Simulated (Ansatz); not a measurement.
Calculated with Ansatz (gas phase, PBE0-D4/def2-TZVP geometries, no zero-point term in ΔE). CCSD(T)/CBS is the MP2 limit (def2-TZVPP, def2-QZVPP) plus CCSD(T) − MP2 in def2-TZVPP, frozen cores. Functionals use def2-TZVPP. B3LYP here is the variant with VWN-RPA as its local correlation; programs differ in this. For Ge outer-core shells are correlated without core-valence functions, which leaves a few kJ/mol of doubt a bond. Scalar relativity is left out up to krypton. Each species was taken in one conformer, which may not be the lowest.

Consider the formal exchange of groups at a Ge–B bond: `C[B]([AlH2])[GeH3]` + `[GeH3][SiH2][GeH3]` → `[GeH3][SiH2][GeH2][GeH3]` + `C[BH][AlH2]`.

Problem. Is it downhill or uphill in electronic energy at CCSD(T)/CBS, and by how much? (Estimate.)

Solution. The calculation gave: Downhill: ΔE = -34.8 kJ/mol.

Problem. What do these levels give: PBE-D4, r2SCAN-D4, PBE0-D4, ωB97X-V, r2SCAN, PBE0, B3LYP, MP2/def2-TZVPP, CCSD/def2-TZVPP, HF/def2-QZVPP, HF/CBS(def2), CCSD/CBS(def2)? (An estimate is asked.)

Solution. Computed: PBE-D4 -32.1, r2SCAN-D4 -32.5, PBE0-D4 -35.2, ωB97X-V -35.8, r2SCAN -32.1, PBE0 -33.9, B3LYP -35.6, MP2/def2-TZVPP -39.0, CCSD/def2-TZVPP -36.3, HF/def2-QZVPP -40.3, HF/CBS(def2) -40.2, CCSD/CBS(def2) -35.9 kJ/mol.

Largest T1 diagnostic among the species: 0.012.

From PBE to PBE0 (25 % exact exchange), in def2-TZVPP and without D4, ΔE moves by −3.0 kJ/mol.
